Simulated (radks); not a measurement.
Results of a calculation; reference values are marked as such.
Task: W II, 73 electrons, occupied as [Xe] 4f14 5d3.75 6s1 7s0.25 (fractional occupations, a model configuration). Level of theory: scalar-relativistic Kohn-Sham, OLYP, spin-polarised, spherical densities, point nucleus; open shells are filled with parallel spins first (spin-orbit coupling, left out, can overturn this in heavy ions) (a radial shooting solver on a logarithmic mesh with Libxc functionals). Some entries of the table are withheld. Estimate them.

orbital,occ.,eigenvalue (eV),r(max) (bohr),<r> (bohr)
1s up,1,-69500.60,0.01145,0.01834
1s down,1,-69500.59,0.01145,0.01834
2s up,1,-12009.57,0.06567,0.07756
2s down,1,-12009.38,0.06567,0.07756
2p up,3,-10504.41,0.05389,0.06944
2p down,3,-10504.27,0.05389,0.06944
3s up,1,-2773.623,0.1852,0.2010
3s down,1,-2773.556,0.1852,0.2010
3p up,3,-2327.958,0.1834,0.2013
3p down,3,-2327.884,0.1834,0.2013
3d up,5,-1816.277,0.1493,0.1823
3d down,5,-1816.148,0.1493,0.1823
4s up,1,-579.3612,0.4204,0.4493
4s down,1,-579.2089,0.4205,0.4494
4p up,3,-433.1415,0.4410,0.4778
4p down,3,-433.0015,0.4411,0.4778
4d up,5,-248.0523,0.4519,0.5110
4d down,5,-247.8847,0.4519,0.5108
5s up,1,-88.8010,0.9635,1.069
5s down,1,-87.2207,0.9598,1.060
5p up,3,-53.0974,1.094,(1)
5p down,3,-50.8841,1.086,(2)
4f up,7,-42.7583,0.4280,0.6080
4f down,7,-42.3871,0.4278,0.6032
5d up,3.75,(3),1.482,1.900
6s up,1,(4),2.493,2.830
5d down,0,(5),1.456,1.989
7s up,0.25,-3.9187,6.551,7.220

Result: 
(1) 5p up <r> (bohr): 1.251
(2) 5p down <r> (bohr): 1.237
(3) 5d up eigenvalue (eV): -14.0352
(4) 6s up eigenvalue (eV): -13.7126
(5) 5d down eigenvalue (eV): -11.3166
